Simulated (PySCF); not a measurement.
Computed structure and properties of Eu2S2

System: Eu2S2 (singlet in the valence; each metal's 4f electrons, 7 of them, lie in its core potential, out of spins and levels); start: template (D2h). Method: PySCF 2.14.0, RKS PBE0, Eu lcecp-0-SVP with ECP53, S def2-SVP; non-relativistic Hamiltonian with scalar-relativistic core potentials where named; density fitting; no spin-orbit coupling.

Input of the relaxation:

```python
mol = gto.M(atom='''
Eu     0.00000     0.00000     1.99020
Eu    -0.00000    -0.00000    -1.99020
S      1.70200    -0.00000    -0.00000
S     -1.70200     0.00000     0.00000''',
    basis={'Eu': 'lcecp-0-SVP', 'S': 'def2-SVP'},
    ecp={'Eu': 'lcecp-0-SVP'},
    charge=0, spin=0)
mf = dft.RKS(mol, xc='PBE0')
mf.grids.atom_grid = (50, 194)  # f atoms: unpruned, at least (60, 302)
mf = mf.density_fit()  # fitting sets: Eu AutoAux, S def2-universal-JKFIT
mf.conv_tol = 1e-08; mf.max_cycle = 55
mf.kernel(dm0)  # dm0: converged density of the start geometry
# quasi-Newton relaxation in Cartesian coordinates to a largest gradient under 0.00045 Eh/bohr, steps kept in the point group
```

Run from Python with OMP_NUM_THREADS=2; the lines above give its settings. Where DIIS fails, smearing, a level shift and second-order steps follow.
It took 37 s on 2 threads of Arm Neoverse V1, on a shared host, from the converged density of the start.

Course of the relaxation:

```tsv
step	energy above end (eV)	largest force component within the symmetry (eV/Å)
0	0.3406	1.336
1	0.1836	0.871
2	0.0192	0.316
3	0.0039	0.218
4	0.0014	0.128
5	0.0001	0.028
6	0.0000	0.004
```

Relaxed geometry (D2h):

```xyz
4

Eu    0.0000    0.0000    1.8537
Eu    0.0000    0.0000   -1.8537
S     1.9460    0.0000    0.0000
S    -1.9460    0.0000    0.0000
```

| contact | Å |
| --- | --- |
| Eu1–S3 (S) | 2.688 |
| Eu1–S4 (S) | 2.688 |

On the finer grid (75, 302):

| Property | Result |
| --- | --- |
| HOMO | not given (4f levels lie in the core) |
| LUMO | not given (4f levels lie in the core) |
| Dipole about the centre of mass | 0.00 D |
| Set of Mulliken populations of Eu1 outside the core potential | s 2.32, p 6.19, d 0.90, f 0.02 |
| D3(BJ) dispersion energy (not in the energies) | -0.163 eV |

| atom | Mulliken (e) | Löwdin (e) | spin (e) |
| --- | --- | --- | --- |
| Eu1 | 0.58 | 0.22 | 0.00 |
| Eu2 | 0.58 | 0.22 | 0.00 |
| S3 | -0.58 | -0.22 | 0.00 |
| S4 | -0.58 | -0.22 | 0.00 |

The 4f levels lie in the core potential and are missing. Their spin isn't counted.

On the grid (50, 194), as all that follows. Harmonic modes: a minimum; lowest 82 cm⁻¹ (negative: unstable), highest 291 cm⁻¹, zero-point energy 0.079 eV.

Rigid scan of S along the line from its metal:

distance to S3 (Å), energy (eV) and a bar:
```
     2.39      0.468 #############################
     2.49      0.184 ############
     2.59      0.041 ###
     2.69      0.000 
     2.79      0.033 ##
     2.89      0.119 #######
     2.99      0.243 ###############
     3.14      0.477 ##############################
```

One start shape was tried, so this needn't be the lowest isomer.

An lcecp potential fixes the number of 4f electrons, so in runs with it no electron can move into or out of that shell.
